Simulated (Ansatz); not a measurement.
## One reagent, a row of partners

Four-centre ligand exchange: H₂O₂ ([OH][OH]) meets different compounds of Ge. Each row is one chosen step, not always the lowest open to these reactants.

Gas-phase electronic energies, without zero-point energy, by CCSD(T) at an estimated basis limit (MP2 extrapolated from triple and quadruple zeta, plus CCSD(T) − MP2 in triple zeta); Ansatz 0.2.0, def2-TZVPP and QZVPP, frozen cores, on PBE0-D4/def2-TZVP structures. Extrapolation: Hartree–Fock as exp(−7.88 √X), correlation as X^−2.97. All energies, in kcal/mol, count from the separated reactants, without counterpoise correction; the start and end structures are the complexes reached by relaxing down from the saddle, and deeper ones may exist. Brackets give SMILES, or, where every atom is bracketed, only which atoms are joined. Steps whose reference was doubtful or whose search ended elsewhere are left out.

| reactants | products | broken | formed | start structure | saddle | end structure | saddle by PBE-D4/TZ |
| --- | --- | --- | --- | --- | --- | --- | --- |
| GeH₃F ([F][GeH3]) + H₂O₂ ([OH][OH]) | GeH₄O₂ ([OH][O][GeH3]) + HF | F–Ge, H–O | F–H, Ge–O | -6.84 | 22.91 | -2.03 | 15.08 |
| GeH₃Cl ([Cl][GeH3]) + H₂O₂ ([OH][OH]) | GeH₄O₂ ([OH][O][GeH3]) + HCl | Cl–Ge, H–O | Cl–H, Ge–O | -5.20 | 23.51 | 5.70 | 16.36 |
| GeH₃Br ([GeH3][Br]) + H₂O₂ ([OH][OH]) | GeH₄O₂ ([OH][O][GeH3]) + HBr | Br–Ge, H–O | Br–H, Ge–O | -5.27 | ? | 8.56 | 15.38 |

What is the height of the saddle for GeH₃Br ([GeH3][Br]) + H₂O₂ ([OH][OH])? (To be estimated.)

By the calculation: 22.36 kcal/mol relative to the separated reactants, the lowest of the series; above its start structure the barrier is 22.36 − (-5.27) ≈ 27.63 kcal/mol.

How do the PBE-D4 saddles lie against the coupled-cluster estimate?

All lower, by 6.97 to 7.84 kcal/mol.

No T1 diagnostic of these runs exceeds 0.014. The filled d shells of Br, Ge are correlated in sets not built for that, so values that involve them are less sure.

For scale, one of the runs: CCSD(T)/def2-TZVPP, 228 basis functions (an equivalent command: `ansatz run in.yaml --threads 8`). The run took 2.3 min on 8 CPU threads (shared host), with 4.2 GiB of host memory at its peak.
